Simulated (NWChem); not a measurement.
All runs are NWChem calculations. System: HSi (+1), charge 1, spin multiplicity 1, at a geometry optimised with PBE/def2-SVP. The structure started from a generated list of species. Level: G0W0@B3LYP/def2-TZVP, RI basis def2-tzvp-rifit, VWN1-RPA local correlation.

Part of the output:

```
             Northwest Computational Chemistry Package (NWChem) 7.3.0
             --------------------------------------------------------

                                NWChem Input Module
                                -------------------

 Scaling coordinates for geometry "geometry" by  1.889725989
 (inverse scale =  0.529177249)

 Turning off AUTOSYM since
 SYMMETRY directive was detected!

                             Geometry "geometry" -> ""
                             -------------------------

 Output coordinates in angstroms (scale by  1.889725989 to convert to a.u.)

  No.       Tag          Charge          X              Y              Z
 ---- ---------------- ---------- -------------- -------------- --------------
    1 Si                  14.0000     0.00000000     0.00000000     0.10279600
    2 H                    1.0000     0.00000000     0.00000000    -1.43914200

 Effective nuclear repulsion energy (a.u.)       4.8046558850

            Nuclear Dipole moment (a.u.)
            ----------------------------
        X                 Y               Z
 ---------------- ---------------- ----------------
     0.0000000000     0.0000000000     0.0000037795

      Symmetry information
      --------------------

 Group name             C2v
 Group number             16
 Group order               4
 No. of unique centers     2

      Symmetry unique atoms

     1    2


 Summary of "ao basis" -> "" (spherical)
 ------------------------------------------------------------------------------
       Tag                 Description            Shells   Functions and Types
 ---------------- ------------------------------  ------  ---------------------
 *                         def2-tzvp                  on all atoms

 new library libraries.bse/

 Summary of "ri basis" -> "" (spherical)
 ------------------------------------------------------------------------------
       Tag                 Description            Shells   Functions and Types
 ---------------- ------------------------------  ------  ---------------------
 *                      def2-tzvp-rifit               on all atoms

                                 NWChem DFT Module
                                 -----------------

 Summary of "ao basis" -> "ao basis" (spherical)
 ------------------------------------------------------------------------------
       Tag                 Description            Shells   Functions and Types
 ---------------- ------------------------------  ------  ---------------------
[...]
  ----- ------------  ---------------      ----- ------------  ---------------
    40      1.142101  2 H  s                 20      0.808760  1 Si pz
     5     -0.617906  1 Si s                 17      0.433316  1 Si pz
     4     -0.289107  1 Si s                 39      0.209565  2 H  s
    28      0.197647  1 Si d  0              23      0.149689  1 Si d  0
    38      0.136553  2 H  s                  3      0.127031  1 Si s

 center of mass
 --------------
 x =   0.00000000 y =   0.00000000 z =   0.09293952

 moments of inertia (a.u.)
 ------------------
           8.259372324814           0.000000000000           0.000000000000
           0.000000000000           8.259372324814           0.000000000000
           0.000000000000           0.000000000000           0.000000000000

     Multipole analysis of the density
     ---------------------------------

     L   x y z        total         alpha         beta         nuclear
     -   - - -        -----         -----         ----         -------
     0   0 0 0      1.000000     -7.000000     -7.000000     15.000000

     1   1 0 0     -0.000000     -0.000000     -0.000000      0.000000
     1   0 1 0     -0.000000     -0.000000     -0.000000      0.000000
     1   0 0 1     -0.045535     -0.022769     -0.022769      0.000004

     2   2 0 0     -6.305921     -3.152960     -3.152960      0.000000
     2   1 1 0     -0.000000     -0.000000     -0.000000      0.000000
     2   1 0 1      0.000000      0.000000      0.000000      0.000000
     2   0 2 0     -6.305921     -3.152960     -3.152960      0.000000
     2   0 1 1      0.000000      0.000000      0.000000      0.000000
     2   0 0 2     -8.571162     -8.247798     -8.247798      7.924434

 Task  times  cpu:        0.6s     wall:        0.6s

                                NWChem Input Module
                                -------------------

                                 NWChem GW Module
                                 ----------------

                             ***********************
                             ***        GW       ***
                             ***********************

 Summary of "ri basis" -> "ri basis" (spherical)
 ------------------------------------------------------------------------------
       Tag                 Description            Shells   Functions and Types
 ---------------- ------------------------------  ------  ---------------------
 Si                     def2-tzvp-rifit             29      113   9s7p6d5f2g
 H                      def2-tzvp-rifit              7       15   4s2p1d

                 Memory Information
                 ------------------
          Available GA per process is          1700.0 MBs
          Available stack per process is        700.0 MBs
          Available heap per process is           0.0 MBs

          Peak memory in Initialization
              Peak GA per process is                  0.5 MBs
              Peak stack per process is               0.0 MBs
              Peak heap per process is                0.6 MBs
              Memory not in MA per process            0.0 MBs

          Peak memory in AFF Calculation
              Peak GA per process is                  1.1 MBs
              Peak stack per process is               0.5 MBs
              Peak heap per process is                0.0 MBs
              Memory not in MA per process            0.5 MBs

          Computing 2-center integrals
          Computing Inverse Cholesky factor
          Computing 3-center integrals
          Computing V_xc ...

          Computing Sigma_x
          Computing RPA polarizability
          Solving quasiparticle equations

                  Alpha Orbitals
          State     Energy (eV)     Error (eV)
          -----------------------------------
@GW         4       -116.931           0.005
@GW         5       -116.543           0.002
@GW         6        -23.879           0.002
@GW         7        -18.297           0.002
@GW         8         -7.922           0.002
@GW         9         -7.922           0.002

   Applying  -3.0815 eV scissor-shift to rest of particle states

   Applying   2.8476 eV scissor-shift to rest of hole states

     GW Timing Statistics
   ------------------------
   Init.   :          0.0s
     ERIs  :          0.0s
     Distr.:          0.0s
     Vxc   :          0.1s
   Sigma_x :          0.0s
   RPA     :          0.0s
   Wmn     :          0.0s
   Sigma_c :          0.0s
   GW total:          0.2s

 Task  times  cpu:        0.2s     wall:        0.2s

 Total times  cpu:        0.8s     wall:        0.8s
```

Problem. Write an NWChem input that would produce this output.

Solution. Several could match; the one computed here: 
```
start mol
memory heap 200 mb stack 700 mb global 1700 mb
charge 1
geometry units angstroms nocenter noautoz
  Si     0.000000     0.000000     0.102796
  H      0.000000     0.000000    -1.439142
  symmetry group C2v
end
basis spherical
  * library def2-tzvp
end
basis "ri basis" bse spherical
  * library def2-tzvp-rifit
end
dft
  xc b3lyp
  iterations 100
  direct
  tolerances tight
end
task dft energy
gw
  states alpha occ 4 vir 2
end
task dft gw
```
